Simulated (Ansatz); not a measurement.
Vertical singlet–triplet gap (eV) of eight silicon and germanium compounds: PBE beside PBE0, computed with Ansatz (a program for electronic structure) for isolated molecules in the bases named; differences from unrounded values. The eight are the first of their class met in an unordered collection, after screening for sound electronic states; none was chosen by its value. Functionals give these values as differences of separate SCF runs (ΔSCF), EOM-CCSD as a root; each molecule has one DFT geometry for both levels.

| molecule | basis | PBE0 | PBE | difference |
|---|---|---|---|---|
| C2H9FSi2, SMILES C[C@H]([SiH3])[SiH2]F | def2-SVPD | 6.75 | 6.27 | -0.48 |
| C4H11NSi, SMILES C1(CC1)([SiH3])NC | def2-SVPD | 5.46 | 5.11 | -0.35 |
| disilanyl(fluoro)silane (FH7Si3), SMILES [SiH2]([SiH2][SiH3])F | def2-SVPD | 5.17 | 4.88 | -0.29 |
| CH4N2O2Si, SMILES N#CO[Si@@H](N)O | def2-SVPD | 6.68 | 6.35 | -0.33 |
| Si(F)(Me)(OH)(NH2) (CH₆FNOSi), SMILES C[Si](F)(N)O | def2-SVPD | 6.55 | 6.35 | -0.20 |
| C₅H₁₀Si, SMILES CC#C[SiH2]CC | def2-SVPD | 5.00 | 5.00 | 0.00 |
| C4H10OSi, SMILES C([SiH2]O)(=C)CC | def2-SVPD | 4.12 | 4.27 | 0.14 |
| Si(Cl)(Me)(OH)(NH2) (CH6ClNOSi), SMILES C[Si](N)(O)Cl | def2-SVPD | 6.49 | 6.15 | -0.34 |

PBE lies below PBE0 in 6 and above it in 1 of the eight; the mean signed difference is -0.23 and the largest -0.48 eV.
